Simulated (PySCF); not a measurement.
Correlation energy of Pd³⁴⁺ (palladium, charge +34)

[Ne] 3s2, closed-shell 1S. Calculation: PySCF 2.14, in an uncontracted even-tempered set (18 s from 5.6 bohr⁻², ratio 2.5; 12 p from 7.3 bohr⁻², ratio 2.5; 4 d from 27 bohr⁻², ratio 2.7; 4 f from 41 bohr⁻², ratio 2.7); scalar relativity by spin-free X2C-1e. Frozen: 1s2; 10 electrons correlated; the 22 highest virtual orbitals of each spin left out.

```json
{"level": "CCSD", "correlation energy (mhartree)": "-475.90"}
{"level": "(T)", "correlation energy (mhartree)": "-1.17"}
{"level": "CCSD(T)", "correlation energy (mhartree)": "-477.07"}
```

Diagnostics: T1 = 0.00031, D1 = 0.0010, largest double amplitude 0.065.

Cost of the coupled-cluster step: of the order of 2.4 core-seconds, for 10 correlated electrons.

At this charge the one-electron X2C treatment keeps the bare 1/r₁₂, with no two-electron picture change or Breit term. The effect here is smaller than on the frozen 1s shell; and a scalar Hamiltonian misses the large spin-orbit splitting of the p shells, which matters for ns² → np² pairs.
